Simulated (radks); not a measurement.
The numbers below are computed, except where a source is named.
The table gives one normalised radial function P(r) = r R(r) of Sc in [Ar] 3d1 4s1.5 4p0.5 (r in bohr). Level of theory: scalar-relativistic Kohn-Sham, SCAN, spin-polarised, spherical densities, finite nucleus; open shells are filled with parallel spins first; meta-GGA in the generalised Kohn-Sham scheme; Fermi nuclear charge, rms radius 3.5459 fm (a radial shooting solver on a logarithmic mesh with Libxc functionals).

r         P
0.003168   0.0154
0.003629   0.0174
0.004192   0.0199
0.004802   0.0224
0.005546   0.0254
0.006354   0.0286
0.007338   0.0322
0.008407   0.0360
0.009709   0.0403
0.01112    0.0447
0.01285    0.0496
0.01472    0.0543
0.01686    0.0591
0.01947    0.0641
0.02231    0.0685
0.02577    0.0726
0.02952    0.0755
0.03409    0.0772
0.03906    0.0771
0.04511    0.0745
0.05168    0.0692
0.05968    0.0601
0.06838    0.0476
0.07897    0.0301
0.09048    0.0095
0.1037    -0.0146
0.1197    -0.0428
0.1372    -0.0704
0.1584    -0.0981
0.1815    -0.1199
0.2096    -0.1344
0.2401    -0.1366
0.2773    -0.1237
0.3177    -0.0953
0.3669    -0.0485
0.4203     0.0087
0.4816     0.0735
0.5562     0.1415
0.6372     0.1949
0.7359     0.2285
0.8431     0.2303
0.9737     0.1948
1.116      0.1260
1.288      0.0226
1.476     -0.0921
1.705     -0.2137
1.953     -0.3290
2.255     -0.4324
2.584     -0.5077
2.96      -0.5508
3.419     -0.5535
3.917     -0.5212
4.524     -0.4552
5.183     -0.3734
5.985     -0.2794
6.857     -0.1948
7.919     -0.1202
9.073     -0.0689
10.48     -0.0339
12.01     -0.0154
13.86     -0.0058
15.88     -0.0020

Which n and l does it have? It may be an empty orbital.

Answer. n = 4, l = 0: the number of nodes gives n - l - 1 = 3, the rise at small r (about r^(l+1)) gives l, and the extent must fit the shell. The curve is that of 4s down; the table hardly tells the two spins apart. 4s down: eigenvalue -3.824 eV, 3 radial nodes at r = 0.0957, 0.412, 1.32 bohr, <r> = 3.89 bohr, 90 % of the charge inside 5.86 bohr.
